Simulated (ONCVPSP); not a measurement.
## thallium: ONCV pseudisation with PBEsol, scalar-relativistic reference atom.

ONCVPSP 4.0.1 was run on this input:

```
# ATOM AND REFERENCE CONFIGURATION
# atsym  z   nc   nv     iexc    psfile
  Tl 81.00   10    5  -116133      upf
#
#   n    l    f
    1    0    2.00
    2    0    2.00
    2    1    6.00
    3    0    2.00
    3    1    6.00
    3    2   10.00
    4    0    2.00
    4    1    6.00
    4    2   10.00
    4    3   14.00
    5    0    2.00
    5    1    6.00
    5    2   10.00
    6    0    2.00
    6    1    0.50
#
# PSEUDOPOTENTIAL AND OPTIMIZATION
# lmax
    2
#
#   l,   rc,      ep,       ncon, nbas, qcut
    0    1.55    0.00    4    9    8.40
    1    1.55    0.00    5   10    9.70
    2    1.30    0.00    5    8    6.20
#
# LOCAL POTENTIAL
# lloc, lpopt,  rc(5),   dvloc0
    4    5    0.80    0.00
#
# VANDERBILT-KLEINMAN-BYLANDER PROJECTORs
# l, nproj, debl
    0    2    0.60
    1    2    3.80
    2    2    3.40
#
# MODEL CORE CHARGE
# icmod, fcfact, rcfact
    1    0.70    0.00
#
# LOG DERIVATIVE ANALYSIS
# epsh1, epsh2, depsh
   -6.00    5.00    0.04
#
# OUTPUT GRID
# rlmax, drl
    6.00    0.01
#
# TEST CONFIGURATIONS
# ncnf
    4
# nvcnf
#   n    l    f
    5
    5    0    2.00
    5    1    6.00
    5    2   10.00
    6    0    2.00
    6    1    1.00
#
    5
    5    0    2.00
    5    1    6.00
    5    2   10.00
    6    0    2.00
    6    1    0.00
#
    5
    5    0    2.00
    5    1    6.00
    5    2   10.00
    6    0    1.00
    6    1    0.00
#
    5
    5    0    2.00
    5    1    6.00
    5    2    9.00
    6    0    0.00
    6    1    0.00
#
```

Command:

```bash
oncvpsp.x < Tl.dat > Tl.out
```

Output (shortened: citation, most of the input echo, consistency checks and plot data are left out):

```
ONCVPSP  (Optimized Norm-Conservinng Vanderbilt PSeudopotential)
scalar-relativistic version 4.0.1

#   n    l    f        energy (Ha)
    1    0    2.00    -3.1462020E+03
    2    0    2.00    -5.6028591E+02
    2    1    6.00    -4.8188204E+02
    3    0    2.00    -1.3382436E+02
    3    1    6.00    -1.1126532E+02
    3    2   10.00    -8.7908243E+01
    4    0    2.00    -2.9952936E+01
    4    1    6.00    -2.2559431E+01
    4    2   10.00    -1.3901315E+01
    4    3   14.00    -4.3181265E+00
    5    0    2.00    -4.9416349E+00
    5    1    6.00    -2.9222992E+00
    5    2   10.00    -6.9480514E-01
    6    0    2.00    -4.7077975E-01
    6    1    0.50    -1.8728388E-01

Reference configufation results
  iterations    25
  all-electron total energy (Ha)   -2.02404012D+04

Begin loop to  construct optimized pseudo wave functions
and semi-local pseudopoentials for all angular momenta

Calculating optimized projector #   1

 for l=   0

    Fraction of norm inside rc  0.979201
    Optimizing pswf for qcut=   8.41 a_B^-1,  ecut=  35.33 Ha
    Residual kinetic energy error=  1.75D-06 Ha

    Energy error per electron        Cutoff
         Ha          eV             Ha
         0.01000     0.27211       18.89
         0.00100     0.02721       24.83
         0.00010     0.00272       29.21
         0.00001     0.00027       32.86

Calculating optimized projector #   2

 for l=   0

    Fraction of norm inside rc  0.119525
    Optimizing pswf for qcut=   8.41 a_B^-1,  ecut=  35.33 Ha
    Residual kinetic energy error=  4.94D-06 Ha

    Energy error per electron        Cutoff
         Ha          eV             Ha
         0.01000     0.27211       17.31
         0.00100     0.02721       24.71
         0.00010     0.00272       29.84
         0.00001     0.00027       34.30

Calculating optimized projector #   1

 for l=   1

    Fraction of norm inside rc  0.931923
    Optimizing pswf for qcut=   9.70 a_B^-1,  ecut=  47.03 Ha
    Residual kinetic energy error=  2.96D-06 Ha

    Energy error per electron        Cutoff
         Ha          eV             Ha
         0.01000     0.27211       23.42
         0.00100     0.02721       33.15
         0.00010     0.00272       39.21
         0.00001     0.00027       44.04

Calculating optimized projector #   2

 for l=   1

    Fraction of norm inside rc  0.035025
    Optimizing pswf for qcut=   9.70 a_B^-1,  ecut=  47.03 Ha
    Residual kinetic energy error=  8.17D-07 Ha

    Energy error per electron        Cutoff
         Ha          eV             Ha
         0.01000     0.27211       10.09
         0.00100     0.02721       25.75
         0.00010     0.00272       35.31
         0.00001     0.00027       41.54

   Wellstate for l =  2  n =  7
     eigenvalue =   2.7052
     asymptotic potential =   3.2052
     half-point radius =  3.1040

Calculating optimized projector #   1

 for l=   2

    Fraction of norm inside rc  0.507637
    Optimizing pswf for qcut=   6.18 a_B^-1,  ecut=  19.12 Ha
    Residual kinetic energy error=  5.64D-03 Ha

    Energy error per electron        Cutoff
         Ha          eV             Ha
         0.01000     0.27211       17.93
         0.00100     0.02721       24.01
         0.00010     0.00272       63.14
         0.00001     0.00027      120.96

Calculating optimized projector #   2

 for l=   2

    Fraction of norm inside rc  0.066900
    Optimizing pswf for qcut=   6.18 a_B^-1,  ecut=  19.12 Ha
    Residual kinetic energy error=  5.70D-03 Ha

    Energy error per electron        Cutoff
         Ha          eV             Ha
         0.01000     0.27211       17.83
         0.00100     0.02721       22.67
         0.00010     0.00272       40.34
         0.00001     0.00027      159.83

Construct Vanderbilt / Kleinmman-Bylander projectors

B matrix Hermiticity error, ll=   0
   1   2    9.9750E-04

  Orthonormal projector coefficients  2.7070E+01  3.1122E+00

B matrix Hermiticity error, ll=   1
   1   2    3.5171E-04

  Orthonormal projector coefficients  2.1153E+01  2.3652E+00

B matrix Hermiticity error, ll=   2
   1   2   -5.1519E-04

  Orthonormal projector coefficients  1.4297E+01  1.7793E+00

Model core correction analysis
  based on d2Exc/dn_idn_j

d2excae - all-electron derivatives

   -2.973615D-02   -2.559230D-02   -1.425912D-02   -1.664525D-03
   -9.093036D-04
   -2.563111D-02   -2.467536D-02   -1.613979D-02   -1.461265D-03
   -6.770948D-04
   -1.447366D-02   -1.645632D-02   -1.371777D-02   -1.330890D-03
   -2.629940D-04
   -1.921269D-03   -1.965424D-03   -2.024268D-03   -5.502328D-04
   -5.273011D-05
   -9.745725D-04   -8.140465D-04   -4.879385D-04   -1.110526D-04
   -3.564824D-05

d2excps - pseudofunction derivatives with no core correction

   -5.136910D-02   -3.467822D-02   -1.720166D-02   -3.981082D-03
   -1.513744D-03
   -3.471854D-02   -3.118228D-02   -1.895950D-02   -2.318172D-03
   -1.061740D-03
   -1.741836D-02   -1.927933D-02   -1.510914D-02   -1.579712D-03
   -4.157732D-04
   -4.241557D-03   -2.827528D-03   -2.280328D-03   -7.850951D-04
   -1.061800D-04
   -1.579749D-03   -1.200106D-03   -6.430581D-04   -1.651198D-04
   -5.811826D-05

rms 2nd derivative error    5.381964E-03

Polynomial model core charge

d2excps - pseudofunction derivatives with core correction

   -2.420480D-02   -2.249423D-02   -1.342055D-02   -1.343893D-03
   -7.717609D-04
   -2.253289D-02   -2.384900D-02   -1.639031D-02   -1.265165D-03
   -6.358032D-04
   -1.363480D-02   -1.670672D-02   -1.414967D-02   -1.280744D-03
   -2.716904D-04
   -1.600409D-03   -1.769236D-03   -1.974139D-03   -5.175193D-04
   -4.028694D-05
   -8.369637D-04   -7.727248D-04   -4.966331D-04   -9.861944D-05
   -3.297615D-05

rms 2nd derivative error    1.449484E-03

Pseudoatom total energy -174.552231

Diagnostic tests using Vanderbilt-Kleinman-Bylander pseudopotentials
  1 or more projectors used as specified by nproj input data

   l    rcore       rmatch      e in        delta e   norm test  slope test

   0   1.5548443   1.6020527  -4.9416349   0.0000288   1.0005825   1.0005555
   0   1.5548443   1.6020527  -0.4707797   0.0000064   1.0000478   1.0000328

   1   1.5548443   1.6020527  -2.9222992  -0.0000006   1.0002366   1.0002377
   1   1.5548443   1.6020527  -0.1872839   0.0000064   1.0000664   1.0000563

   2   1.3072103   1.3469000  -0.6948051   0.0000032   1.0001400   1.0001680
   2   1.3072103   1.3469000   2.7051949   0.0000206   1.0006116   1.0006116

 Testing for bound ghosts
   n   l    E NL Schr. Eq   E Basis Diag.   E Cutoff

       0                       -6.234654    145.57  WARNING - GHOST(-)
   1   0       -4.941606       -4.941605    145.57
   2   0       -0.470773       -0.445220    145.57

   2   1       -2.922300       -2.922298    207.65
   3   1       -0.187277       -0.082507    207.65

   3   2       -0.694802       -0.689624    201.30

 Testing for highly-localized positive-energy ghosts
       l    <radius>/rc     E Basis Diag.   E Cutoff

       1        0.552529        7.077050    207.65  WARNING - GHOST(+)

Test configuration 0

   n   l     f        eae           eps        diff
   1   0  2.0000-3146.20195071
   2   0  2.0000 -560.28591206
   2   1  6.0000 -481.88203646
   3   0  2.0000 -133.82436025
   3   1  6.0000 -111.26532462
   3   2 10.0000  -87.90824270
   4   0  2.0000  -29.95293608
   4   1  6.0000  -22.55943127
   4   2 10.0000  -13.90131520
   4   3 14.0000   -4.31812649
   5   0  2.0000   -4.94163495   -4.94160619    2.88D-05
   5   1  6.0000   -2.92229922   -2.92229981   -5.91D-07
   5   2 10.0000   -0.69480514   -0.69480195    3.19D-06
   6   0  2.0000   -0.47077975   -0.47077333    6.42D-06
   6   1  0.5000   -0.18728388   -0.18727743    6.44D-06

    Total energies and differences
      AE_ref= -2.02404012D+04  AE_tst= -2.02404012D+04  dif=  0.00D+00
      PS_ref= -1.74552231D+02  PS_tst= -1.74552231D+02  dif= -8.53D-14
      PSP excitation error=  8.53D-14

Test configuration 1

   n   l     f        eae           eps        diff
   1   0  2.0000-3146.07569238
   2   0  2.0000 -560.16000294
   2   1  6.0000 -481.75609672
   3   0  2.0000 -133.69848216
   3   1  6.0000 -111.13944245
   3   2 10.0000  -87.78238375
   4   0  2.0000  -29.82705092
   4   1  6.0000  -22.43354424
   4   2 10.0000  -13.77543432
   4   3 14.0000   -4.19224533
   5   0  2.0000   -4.81566826   -4.81562730    4.10D-05
   5   1  6.0000   -2.79615169   -2.79613889    1.28D-05
   5   2 10.0000   -0.56884188   -0.56883838    3.49D-06
   6   0  2.0000   -0.35266879   -0.35266514    3.65D-06
   6   1  1.0000   -0.08677160   -0.08676708    4.52D-06

    Total energies and differences
      AE_ref= -2.02404012D+04  AE_tst= -2.02404691D+04  dif= -6.79D-02
      PS_ref= -1.74552231D+02  PS_tst= -1.74620138D+02  dif= -6.79D-02
      PSP excitation error=  2.99D-05

Test configuration 2

   n   l     f        eae           eps        diff
   1   0  2.0000-3146.34542310
   2   0  2.0000 -560.42876149
   2   1  6.0000 -482.02493616
   3   0  2.0000 -133.96714313
   3   1  6.0000 -111.40811385
   3   2 10.0000  -88.05099417
   4   0  2.0000  -30.09571251
   4   1  6.0000  -22.70220707
   4   2 10.0000  -14.04407601
   4   3 14.0000   -4.46088031
   5   0  2.0000   -5.08443951   -5.08450472   -6.52D-05
   5   1  6.0000   -3.06532999   -3.06537124   -4.13D-05
   5   2 10.0000   -0.83724118   -0.83723611    5.07D-06
   6   0  2.0000   -0.60185733   -0.60185406    3.27D-06

    Total energies and differences
      AE_ref= -2.02404012D+04  AE_tst= -2.02402799D+04  dif=  1.21D-01
      PS_ref= -1.74552231D+02  PS_tst= -1.74430872D+02  dif=  1.21D-01
      PSP excitation error= -5.70D-05

Test configuration 3

   n   l     f        eae           eps        diff
   1   0  2.0000-3146.73903039
   2   0  2.0000 -560.81894666
   2   1  6.0000 -482.41520015
   3   0  2.0000 -134.35760491
   3   1  6.0000 -111.79858084
   3   2 10.0000  -88.44123011
   4   0  2.0000  -30.48633057
   4   1  6.0000  -23.09277429
   4   2 10.0000  -14.43450406
   4   3 14.0000   -4.85124756
   5   0  2.0000   -5.47461414   -5.47744787   -2.83D-03
   5   1  6.0000   -3.45567489   -3.45642384   -7.49D-04
   5   2 10.0000   -1.21979812   -1.21968019    1.18D-04
   6   0  1.0000   -0.93435199   -0.93466510   -3.13D-04

    Total energies and differences
      AE_ref= -2.02404012D+04  AE_tst= -2.02395139D+04  dif=  8.87D-01
      PS_ref= -1.74552231D+02  PS_tst= -1.73664469D+02  dif=  8.88D-01
      PSP excitation error= -4.63D-04

Test configuration 4

   n   l     f        eae           eps        diff
   1   0  2.0000-3147.79866609
   2   0  2.0000 -561.87625582
   2   1  6.0000 -483.47266807
   3   0  2.0000 -135.41089868
   3   1  6.0000 -112.85184843
   3   2 10.0000  -89.49498671
   4   0  2.0000  -31.53628863
   4   1  6.0000  -24.14229754
   4   2 10.0000  -15.48354444
   4   3 14.0000   -5.89905734
   5   0  2.0000   -6.50613269   -6.51308721   -6.95D-03
   5   1  6.0000   -4.47433944   -4.47648276   -2.14D-03
   5   2  9.0000   -2.18569659   -2.18570878   -1.22D-05

    Total energies and differences
      AE_ref= -2.02404012D+04  AE_tst= -2.02365013D+04  dif=  3.90D+00
      PS_ref= -1.74552231D+02  PS_tst= -1.70650367D+02  dif=  3.90D+00
      PSP excitation error= -1.97D-03
```

Note: ghosts flagged at negative energy: s at -169.7 eV; GHOST(+) flagged for p at 192.6 eV. A true bound ghost makes a file unfit for plane-wave use.

The run took about 7.3 s on one core of a shared server CPU.
